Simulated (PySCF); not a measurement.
Compound: C9H15N.
Atom-mapped SMILES: `[CH3:1][C@@H:2]1[CH2:3][CH2:4][CH2:5][CH2:6][CH2:7][C@H:8]1[C:9]#[N:10]` (hydrogens: H11, H12, H13 on C1; H14 on C2; H15, H16 on C3; H17, H18 on C4; H19, H20 on C5; H21, H22 on C6; H23, H24 on C7; H25 on C8)

Method used: PySCF, PBE0-D3(BJ)/def2-SVP geometry optimisation, gas phase.

Q: List the bond lengths, angles and torsions at this level.

A: 
```json
{"bond": "C1–C2", "length (Å)": "1.524", "order": "single"}
{"bond": "C2–C3", "length (Å)": "1.533", "order": "single"}
{"bond": "C3–C4", "length (Å)": "1.528", "order": "single"}
{"bond": "C4–C5", "length (Å)": "1.524", "order": "single"}
{"bond": "C5–C6", "length (Å)": "1.526", "order": "single"}
{"bond": "C6–C7", "length (Å)": "1.528", "order": "single"}
{"bond": "C7–C8", "length (Å)": "1.540", "order": "single"}
{"bond": "C8–C9", "length (Å)": "1.464", "order": "single"}
{"bond": "C9≡N10", "length (Å)": "1.158", "order": "triple"}
{"bond": "C2–C8", "length (Å)": "1.550", "order": "single"}
{"bond": "C1–H11, C1–H12, C1–H13", "length (Å)": "1.101", "order": "single"}
{"bond": "C2–H14", "length (Å)": "1.104", "order": "single"}
{"bond": "C3–H15", "length (Å)": "1.105", "order": "single"}
{"bond": "C3–H16", "length (Å)": "1.102", "order": "single"}
{"bond": "C4–H17", "length (Å)": "1.103", "order": "single"}
{"bond": "C4–H18", "length (Å)": "1.105", "order": "single"}
{"bond": "C5–H19", "length (Å)": "1.103", "order": "single"}
{"bond": "C5–H20", "length (Å)": "1.105", "order": "single"}
{"bond": "C6–H21", "length (Å)": "1.104", "order": "single"}
{"bond": "C6–H22", "length (Å)": "1.101", "order": "single"}
{"bond": "C7–H23", "length (Å)": "1.101", "order": "single"}
{"bond": "C7–H24", "length (Å)": "1.102", "order": "single"}
{"bond": "C8–H25", "length (Å)": "1.105", "order": "single"}
```

Bonds in one row agree within 0.01 Å and their mean is given. Orders are formal, as drawn. A selection of angles:
```json
{"angle": "C2–C1–H11", "degrees": "111.4"}
{"angle": "H11–C1–H12", "degrees": "107.7"}
{"angle": "C1–C2–C3", "degrees": "112.0"}
{"angle": "C1–C2–C8", "degrees": "109.4"}
{"angle": "C1–C2–H14", "degrees": "107.6"}
{"angle": "C3–C2–C8", "degrees": "113.7"}
{"angle": "C3–C2–H14", "degrees": "106.9"}
{"angle": "C8–C2–H14", "degrees": "107.0"}
{"angle": "C2–C3–C4", "degrees": "114.3"}
{"angle": "C2–C3–H15", "degrees": "110.5"}
{"angle": "C2–C3–H16", "degrees": "107.4"}
{"angle": "C4–C3–H15", "degrees": "110.9"}
{"angle": "C4–C3–H16", "degrees": "107.8"}
{"angle": "H15–C3–H16", "degrees": "105.3"}
{"angle": "C3–C4–C5", "degrees": "116.5"}
{"angle": "C3–C4–H17", "degrees": "108.9"}
{"angle": "C3–C4–H18", "degrees": "107.8"}
{"angle": "C5–C4–H17", "degrees": "108.3"}
{"angle": "C5–C4–H18", "degrees": "109.2"}
{"angle": "H17–C4–H18", "degrees": "105.6"}
{"angle": "C4–C5–C6", "degrees": "115.9"}
{"angle": "C4–C5–H19", "degrees": "108.4"}
{"angle": "C4–C5–H20", "degrees": "109.1"}
{"angle": "C6–C5–H19", "degrees": "109.3"}
{"angle": "C6–C5–H20", "degrees": "107.9"}
{"angle": "H19–C5–H20", "degrees": "105.7"}
{"angle": "C5–C6–C7", "degrees": "113.2"}
{"angle": "C5–C6–H21", "degrees": "110.8"}
{"angle": "C5–C6–H22", "degrees": "108.3"}
{"angle": "C7–C6–H21", "degrees": "110.3"}
{"angle": "C7–C6–H22", "degrees": "108.5"}
{"angle": "H21–C6–H22", "degrees": "105.5"}
{"angle": "C6–C7–C8", "degrees": "116.0"}
{"angle": "C6–C7–H23", "degrees": "110.3"}
{"angle": "C6–C7–H24", "degrees": "108.9"}
{"angle": "C8–C7–H23", "degrees": "107.5"}
{"angle": "C8–C7–H24", "degrees": "108.0"}
{"angle": "H23–C7–H24", "degrees": "105.7"}
{"angle": "C7–C8–C9", "degrees": "110.2"}
{"angle": "C7–C8–H25", "degrees": "107.0"}
{"angle": "C9–C8–H25", "degrees": "105.9"}
{"angle": "C2–C8–C7", "degrees": "116.8"}
{"angle": "C2–C8–C9", "degrees": "108.8"}
{"angle": "C2–C8–H25", "degrees": "107.6"}
```

Dihedral angles: C1–C2–C3–C4 150°; C2–C3–C4–C5 73° (synclinal); C3–C4–C5–C6 -52° (synclinal); C4–C5–C6–C7 68° (synclinal); C5–C6–C7–C8 -87° (synclinal); C6–C7–C8–C9 -82° (synclinal); C1–C2–C8–C7 160° (antiperiplanar).

The 9 C–C bonds span 1.464 Å (C8–C9, drawn single) to 1.550 Å (C2–C8, drawn single), a spread of 0.086 Å. The 7-membered ring C2–C3–C4–C5–C6–C7–C8 has internal angles of 113.2° to 116.8° (sum 806°, against 900° for a flat polygon); it is puckered, 0.32 Å rms from its mean plane, widest ring torsion 87°. Of the pairs four or more bonds apart, C9···H11 is among the closest relative to their van der Waals radii: 2.70 Å, 93 % of the sum of Bondi's values.

Point group: C1 (no symmetry element, even within 0.4 Å). Stationary, but not proved a minimum. The numbers are those of one conformer.
